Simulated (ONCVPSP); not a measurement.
**beryllium: one change to an ONCV potential, before and after**

beryllium (Be), optimised norm-conserving Vanderbilt (ONCV), made with ONCVPSP 4.0.1 (PBEsol, scalar-relativistic). Core [He], reference 2s2. Waves: 2s: rc 1.50 bohr, ncon 4, nbas 8, qcut 3.7 1/bohr, 1 projector; p scattering state at 0.16 Ha: rc 1.35 bohr, ncon 5, nbas 8, qcut 5.7 1/bohr, 1 projector; d scattering state at 0.18 Ha: rc 1.60 bohr, ncon 3, nbas 7, qcut 5.9 1/bohr, 2 projectors, debl 0.7 Ha. Local part: polynomial inside 1.00 bohr (lpopt 5, dvloc0 0 Ha). Core correction: polynomial model core, fcfact 0.6.

Change: core correction polynomial model core, fcfact 0.14.

Cutoffs: the cutoffs (Ha) at which the residual kinetic energy of the hardest occupied pseudo-wave falls to 1 and 0.1 mHa per electron; they do not see the model core or the augmentation charge, which bear on the density cutoff. Errors are all-electron minus pseudo energies relative to the spin-unpolarised reference configuration.

Task: Predict the effect on cutoff, ghosts and configuration errors.

Result: The potential gets neither clearly harder nor softer (6.0 Ha and 14 Ha → 6.0 Ha and 14 Ha); of the 4 tests that both files solve, the error grows in 3 and shrinks in 0 by more than 15 % and 0.3 meV (median size 4.8 → 6.3 meV); neither file shows a bound ghost. A model core, the more so a compact one, raises the density cutoff, which this test does not measure.

| quantity | base | changed |
| --- | --- | --- |
| cutoff, loose | 6.0 Ha | 6.0 Ha |
| cutoff, tight | 14 Ha | 14 Ha |
| bound ghosts | none | none |
| GHOST(+) flags under 300 eV | none | none |
| error for 2s1, meV [ΔE 9.46 eV] | +7.9 | +11 |
| error for 2s1.5, meV [ΔE 3.72 eV] | +1.5 | +1.7 |
| error for 2s1 2p1, meV [ΔE 3.59 eV] | +1.6 | +2.1 |
| error for 2s0 2p1, meV [ΔE 13.36 eV] | +11 | +15 |
| s: phases at 1.52 bohr within 0.05 rad from the reference energy up to (Ha; the scan ends near 5) | 1.5 | 1.5 |
| p: phases at 1.37 bohr within 0.05 rad from the reference energy up to (Ha; the scan ends near 5) | 4.6 | 4.6 |
| d: phases at 1.63 bohr within 0.05 rad from the reference energy up to (Ha; the scan ends near 5) | to the end of the scan | to the end of the scan |
| rms error of d²Exc/dni dnj with the model core, mHa | 0.34 | 0.66 |
